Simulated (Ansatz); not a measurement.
Mulliken charges of `N#[C][SnH2][C]#N` from r2SCAN/def2-TZVPP in Ansatz (PBE0-D4/def2-TZVP geometry).

```csv
atom,x (Å),y (Å),z (Å),charge (e)
N1,1.155,2.514,-0.843,-0.064
C2,0.596,1.521,-0.671,-0.328
Sn3,-0.453,-0.278,-0.416,0.907
C4,0.257,-1.054,1.400,-0.328
N5,0.624,-1.510,2.392,-0.064
H6,-2.095,0.074,-0.247,-0.061
H7,-0.022,-1.334,-1.660,-0.061
```

Q: By hand: the dipole of these point charges (1 e Å = 4.8032 D).

A: Σ q r = (-0.675, -0.393, -0.599) e Å, of length 0.984 e Å = 4.73 D.

Q: How does the dipole of the full density compare? (An estimate is asked.)

A: Ansatz gave: (-0.666, -0.387, -0.591) e Å, 4.66 D; the point charges give 1.02 times that, at 0° from its direction.

Point charges leave out the atoms' own dipoles, such as those of lone pairs, and Mulliken's split depends on the basis, so the close match here is no proof of good charges.
